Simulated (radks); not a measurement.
The numbers below are computed, except where a source is named.
Ionisation of the niobium ion Nb2+, [Kr] 4d3, to Nb3+, [Kr] 4d2, under several functionals. Scalar-relativistic Kohn-Sham, spin-unpolarised, spherical densities, point nucleus; a radial shooting solver on a logarithmic mesh with Libxc functionals.

OLYP: E(Nb2+) (hartree) -3820.42586; Exc (hartree) -119.88881; IE (eV) 24.711; -e(HOMO) (eV) 19.029; <r> HOMO (bohr) 1.844; IE error (eV) -0.329
LDA (Slater exchange, Perdew-Wang correlation): E(Nb2+) (hartree) -3814.76759; Exc (hartree) -114.07528; IE (eV) 24.934; -e(HOMO) (eV) 19.323; <r> HOMO (bohr) 1.856; IE error (eV) -0.106
PW91: E(Nb2+) (hartree) -3819.52969; Exc (hartree) -118.90071; IE (eV) 24.785; -e(HOMO) (eV) 19.157; <r> HOMO (bohr) 1.854; IE error (eV) -0.255
Wu-Cohen GGA: E(Nb2+) (hartree) -3818.24110; Exc (hartree) -117.59763; IE (eV) 24.695; -e(HOMO) (eV) 19.072; <r> HOMO (bohr) 1.848; IE error (eV) -0.345
exchange-only B88: E(Nb2+) (hartree) -3817.41820; Exc (hartree) -116.74892; IE (eV) 23.681; -e(HOMO) (eV) 18.119; <r> HOMO (bohr) 1.879; IE error (eV) -1.359
exchange-only PBE: E(Nb2+) (hartree) -3816.86651; Exc (hartree) -116.18395; IE (eV) 23.727; -e(HOMO) (eV) 18.165; <r> HOMO (bohr) 1.888; IE error (eV) -1.313
BLYP: E(Nb2+) (hartree) -3819.37443; Exc (hartree) -118.72756; IE (eV) 24.646; -e(HOMO) (eV) 19.036; <r> HOMO (bohr) 1.868; IE error (eV) -0.394
HCTH/407: E(Nb2+) (hartree) -3821.33186; Exc (hartree) -120.85734; IE (eV) 25.055; -e(HOMO) (eV) 19.377; <r> HOMO (bohr) 1.837; IE error (eV) +0.015
revPBE: E(Nb2+) (hartree) -3819.05497; Exc (hartree) -118.42341; IE (eV) 24.647; -e(HOMO) (eV) 19.017; <r> HOMO (bohr) 1.850; IE error (eV) -0.393

NIST Atomic Spectra Database: 25.040 eV (semi-empirical). Closest: HCTH/407. The Delta-SCF values span 1.37 eV, the total energies 6.56 hartree. The highest occupied level is 4d. Spin polarisation and multiplet splitting are left out, so open shells lie too high by an amount that depends on their filling.

Beside tabulated values, note that spin-unpolarised runs miss the spin-polarisation part of the exchange energy of open shells.
